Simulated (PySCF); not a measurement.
C2H10InN.
Cartesian coordinates in Å at the PBE0-D3(BJ)/def2-SVP level; atoms count from 1:
```xyz
14
C2H10InN angstrom
C     -3.0271    1.0934   -1.7575
N     -2.7410    0.0520   -0.7783
C     -3.5082   -1.1685   -0.9976
In    -0.4012   -0.4200   -0.6968
H     -4.1002    1.3556   -1.7900
H     -2.7244    0.7438   -2.7556
H     -2.4431    1.9941   -1.5236
H     -2.9408    0.4080    0.1564
H     -3.2858   -1.8938   -0.2031
H     -3.2100   -1.6158   -1.9573
H     -4.5969   -0.9803   -1.0227
H     -0.4722   -1.5813    0.6049
H      0.1209    1.2078   -0.3435
H     -0.2880   -1.0046   -2.3374
```

Computed with PySCF, PBE0-D3(BJ)/def2-SVP geometry optimisation, gas phase, def2 core potentials past Kr.

(1) Which atoms are bound to In4, and at what distances?

(2) List the angles at In4.

(3) Describe the arrangement about In4 in numbers.

(4) What are the other bond lengths?

(5) Give some angles away from the centre.

(6) What are the rotational constants (commonest isotopes, rigid rotor)?

Results:

(1) 4 atoms: H14 1.745 Å, H13 1.746 Å, H12 1.746 Å, N2 2.388 Å. The nearest atom not counted as bound is H8, at 2.80 Å.

(2) 
```tsv
angle	degrees	distance of the outer atoms (Å)
H13–In4–H14	118.9	3.01
H12–In4–H13	118.8	3.00
H12–In4–H14	118.7	3.00
N2–In4–H12	96.7	3.12
N2–In4–H13	96.6	3.12
N2–In4–H14	95.6	3.09
```

(3) Angles from 95.6° to 118.9°; τ4 = (360° − α − β)/141° = 0.87 with α and β the two widest (0 for a square, 1 for a tetrahedron).

(4) C1–N2, N2–C3 1.458 Å; C1–H5 and 5 like bonds 1.101 Å; N2–H8 1.020 Å.

(5) C1–N2–C3 113.2°, C1–N2–In4 110.9°.

(6) A = 7488, B = 1850, C = 1597 MHz: a near-prolate asymmetric top.

Point group: Cs (tolerance 0.08 Å). Charge 0, singlet. PBE0-D3(BJ)/def2-SVP frequencies: not computed here.
